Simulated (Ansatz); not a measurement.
Isomers of Cu3H2⁺ (singlet), relaxed with B3LYP-D4/def2-TZVP; total energies from Ansatz at CCSD(T)/def2-TZVP.

| isomer | description | energy (Eh) |
| --- | --- | --- |
| A | point group C2; 4 × Cu–H 1.56 to 1.61 Å | -4918.94706 |
| B | point group C2; 4 × Cu–H 1.56 to 1.61 Å | -4918.94669 |

Correlated methods freeze 27 core orbitals.

The isomers come from a short search, and lower ones may exist.

**Question.** Work out the relative energies (1 Eh = 2625.5 kJ/mol) and the Boltzmann populations at 1200 K from electronic energies alone (R = 8.314 J/mol/K).

**Answer.** ΔE: A 0.0, B 1.0 kJ/mol. RT = 9.98 kJ/mol. Factors exp(−ΔE/RT): A 1, B 0.905; sum 1.905. Populations: A 52.5 %, B 47.5 %. Zero-point energy, vibrational entropy and symmetry numbers are left out and can shift these; an error of 4 kJ/mol changes a ratio by a factor of 1.5. Over the other density-functional and correlated levels in def2 sets, the gap between A and B ranges from -1 to 1 kJ/mol.
